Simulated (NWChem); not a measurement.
Molecule: NH3Se; SMILES N[SeH]

```xyz
5

Se     0.0519    -0.3815     0.0000
H     -1.4083    -0.6394     0.0000
N      0.0836     1.4582     0.0000
H     -0.3613     1.8309     0.8274
H     -0.3613     1.8309    -0.8274
```
Atoms are numbered in this order, from 1.

Computed with NWChem. All runs use the structure optimised with PBE0-D3(BJ)/def2-TZVP. Field at 589 nm.

For level B3LYP/def2-TZVPD:

| Quantity | Result |
|---|---|
| isotropic polarisability (bohr³) | 42.1 |
| anisotropy (bohr³) | 8.6 |

Question: How do the values read with level B3LYP/def2-SVP instead?

Answer: 
- isotropic polarisability (bohr³): 28.1
- anisotropy (bohr³): 11.2
